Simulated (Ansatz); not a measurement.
```yaml
crystal:
  periodic: [false, false, false]
  atoms:
    - {symbol: C, position_ang: [-0.774806, 0.112522, -0.420854]}
    - {symbol: C, position_ang: [0.639056, 0.633221, -0.016639]}
    - {symbol: Ga, position_ang: [0.251242, -1.153751, 0.631705]}
    - {symbol: H, position_ang: [-0.933098, -0.063384, -1.482110]}
    - {symbol: H, position_ang: [-1.620963, 0.634082, 0.019750]}
    - {symbol: H, position_ang: [0.658862, 1.471245, 0.675894]}
    - {symbol: H, position_ang: [1.345375, 0.780986, -0.829905]}
    - {symbol: H, position_ang: [0.526432, -2.472020, 1.366259]}
basis:
  gaussian: {orbitals: cc-pVTZ, fitting: {mean_field: def2-universal-jkfit}, final_grid: {core_spheres: 5, valence_spheres: 4, degree: 11}}
total_charge: -1
magnetization: {spin_polarized: true, initial_magnetization: 1}
hamiltonian: {xc: {name: RPBE}, dispersion: d3bj}
output: {forces: true}
```

```sh
$ ansatz run in.yaml --threads 2 --pin off --events-out ev --progress --plain --max-ram 4352MiB
```

It prints (some lines left out):

```
Functional definition: RPBE
506 factors; integrals over basis functions are off by at most 1.1e0 eV
mean field evaluation 1: about -54524.7996 eV, gradient 3.8e1 eV
mean field evaluation 2: about -54502.7089 eV, gradient 7.1e1 eV
mean field evaluation 4: about -54530.8048 eV, gradient 4.1e0 eV
mean field evaluation 8: about -54530.8625 eV, gradient 8.5e-1 eV
mean field evaluation 16: about -54530.8655 eV, gradient 3.9e-4 eV
mean field -54530.86550797 eV, -2003.9723450699 hartree, gradient 3.9e-5 eV, S^2 0.755430; 1 other end points of the search recorded, 0 dependent functions left out
reference -54530.86552996 eV, -2003.9723458777 hartree; 25, 24 occupied and 148, 149 virtual orbitals, 506 factors
Total energy: -54531.69699561 eV, -2004.0029016768 hartree
Atom 0 at    -0.774806     0.112522    -0.420854 Å, force    -0.534218     0.041601    -0.265600 eV/Å
Atom 1 at     0.639056     0.633221    -0.016639 Å, force     0.441001     0.403771     0.018735 eV/Å
Atom 2 at     0.251242    -1.153751     0.631705 Å, force     0.234108    -1.120012     0.622682 eV/Å
Atom 3 at    -0.933098    -0.063384    -1.482110 Å, force     0.007333     0.104855    -0.321449 eV/Å
Atom 4 at    -1.620963     0.634082     0.019750 Å, force    -0.172076     0.286007     0.068389 eV/Å
Atom 5 at     0.658862     1.471245     0.675894 Å, force    -0.094650     0.312403     0.088751 eV/Å
Atom 6 at     1.345375     0.780986    -0.829905 Å, force     0.084656     0.133023    -0.301975 eV/Å
Atom 7 at     0.526432    -2.472020     1.366259 Å, force     0.033846    -0.161648     0.090466 eV/Å
Dipole moment:    -0.057513     0.275117    -0.153033 e Å
```

It took 2 s on 2 threads of an AMD EPYC 9B14 on a shared host, with 0.22 GiB of host memory at the peak.
